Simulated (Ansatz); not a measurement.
CO₂Zn at its PBE0-D4/def2-TZVP geometry, where that method's forces vanish. The species carries charge 0 and has multiplicity 1. The bonds changed during the relaxation, so this is another structure than the one it started from.

```
atom   x (Å)   y (Å)   z (Å)
  O1   0.443   1.364  -0.373
  C2  -0.053   0.420  -0.822
  O3  -0.550  -0.523  -1.273
 Zn4   0.161  -1.261   2.468
```

Task: For each bond, give half the difference of the two atoms' forces along it (eV/Å; positive pushes the atoms apart) under PBE-D4, r2SCAN-D4, B3LYP-D4, ωB97M-V in def2-TZVPP. (Estimate.)

Result: Computed: 
| bond | length (Å) | PBE-D4 | r2SCAN-D4 | B3LYP-D4 | ωB97M-V |
| --- | --- | --- | --- | --- | --- |
| O1–C2 | 1.157 | 0.78 | 0.28 | 0.16 | 0.08 |
| C2–O3 | 1.157 | 0.78 | 0.28 | 0.16 | 0.08 |

B3LYP here is the variant with VWN-RPA as its local correlation; programs differ in this.
